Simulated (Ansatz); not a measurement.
ClGa, charge -1, doublet, at a GFN2-xTB geometry (such geometries of metal compounds can be far from the true shape) (a state made from the parent by changing its charge; the spin is typed, not shown lowest) (a gas-phase anion, which may not be bound at this level); SVWN5/aug-cc-pVDZ (Ansatz, a quantum-chemistry and plane-wave program).

Here is a job for Ansatz.
Ansatz 0.2 input:
```yaml
crystal:
  periodic: [false, false, false]
  atoms:
    - {symbol: Ga, position_ang: [-0.00000000, -0.00000000, -0.85496772]}
    - {symbol: Cl, position_ang: [0.00000000, 0.00000000, 1.55905878]}
basis:
  gaussian:
    orbitals: aug-cc-pVDZ
    occupation: {up: {"A1": 13, "A2": 1, "B1": 5, "B2": 6}, down: {"A1": 13, "A2": 1, "B1": 5, "B2": 5}}
hamiltonian:
  xc: {name: SVWN5}
total_charge: -1
magnetization: {spin_polarized: true, initial_magnetization: 1}
```

Q: Predict the main parts of the log of this Ansatz run.

A: 
```
Functional definition: SVWN5
757 factors; their error is unknown
mean field evaluation 1: about -64770.0357 eV, gradient 3.7e1 eV
mean field evaluation 2: about -64778.6991 eV, gradient 6.9e0 eV
mean field evaluation 4: about -64779.6247 eV, gradient 1.7e-1 eV
mean field evaluation 8: about -64779.6149 eV, gradient 3.3e-5 eV
mean field -64779.61490156 eV, -2380.6069384322 hartree, gradient 1.4e-6 eV, S^2 0.750860; 0 other end points of the search recorded, 0 dependent functions left out
reference -64779.61493586 eV, -2380.6069396926 hartree; 25, 24 occupied and 38, 39 virtual orbitals, 757 factors
Total energy: -64779.61493586 eV, -2380.6069396926 hartree
```
